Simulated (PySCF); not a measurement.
Compound: trimethoxysilane, C₃H₁₀O₃Si.
Bonds: C1–O2, O2–Si3, Si3–O4, O4–C5, Si3–O6, O6–C7. Hydrogens: H8, H9, H10 on C1; H11 on Si3; H12, H13, H14 on C5; H15, H16, H17 on C7.

The closed-shell SCF was solved with PySCF and density fitting under several settings on one GFN2-xTB geometry (grid level 2 and gas phase unless stated).

```csv
settings,basis functions,SCF cycles,E (Eh),HOMO (eV),LUMO (eV),dipole (D)
PBE0/pcSseg-1,176,13,-635.0376,-8.12,1.50,1.22
wB97X-D/def2-SVPD,233,12,-635.1533,-10.15,2.21,1.07
"OPBE/6-311+G(2d,p)",257,16,-635.4842,-6.58,-0.30,1.02
```

Estimate the rows for these settings: (1) LC-wPBE/6-31G, fitting basis def2-universal-jkfit; (2) BHandHLYP/6-31G.

| settings | basis functions | SCF cycles | E (Eh) | HOMO (eV) | LUMO (eV) | dipole (D) |
| --- | --- | --- | --- | --- | --- | --- |
| LC-wPBE/6-31G, fitting basis def2-universal-jkfit | 87 | 10 | -635.0839 | -10.68 | 4.28 | 1.38 |
| BHandHLYP/6-31G | 87 | 11 | -635.1909 | -9.47 | 2.83 | 1.38 |

Over all rows, what range does the HOMO–LUMO gap span?

From 6.28 eV (OPBE/6-311+G(2d,p)) to 14.96 eV (LC-wPBE/6-31G, fitting basis def2-universal-jkfit). The functional of the narrowest has no exact exchange, that of the widest range-separated exact exchange.

wB97X-D ran without the empirical dispersion term, which would shift the total energy alone. Cycle counts include a coarse-grid stage where the run had one. All basis functions are spherical, in the Pople sets too.

The values belong to the conformer `[CH3:1][O:2][SiH:3]([O:4][CH3:5])[O:6][CH3:7]`: C1–O2–Si3–O4 40°, O2–Si3–O4–C5 -176°, O2–Si3–O6–C7 -54°.
